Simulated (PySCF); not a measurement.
K(Cl) cation (ClK), SMILES [K][Cl] (connectivity only; charge and spin as stated), charge +1, multiplicity 2.

Coordinates come from a B3LYP-D3(BJ)/def2-TZVPD optimisation. The multiplicity is an assumed one; other spin states were not compared.

Calculation: PBE/def2-TZVPD (PySCF).

Question: Estimate the frontier levels, dipole moment. (An estimate is asked for; the answer gives what the named calculation found.)

Answer: 
```yaml
"α spin, highest occupied and lowest empty level": -12.87 and -5.86 eV
"β spin, highest occupied and lowest empty level": -12.46 and -12.07 eV
dipole_moment_about_the_centre_of_nuclear_charge: 1.335 e·Å
"⟨S²⟩": 0.753 (pure state 0.75)
```
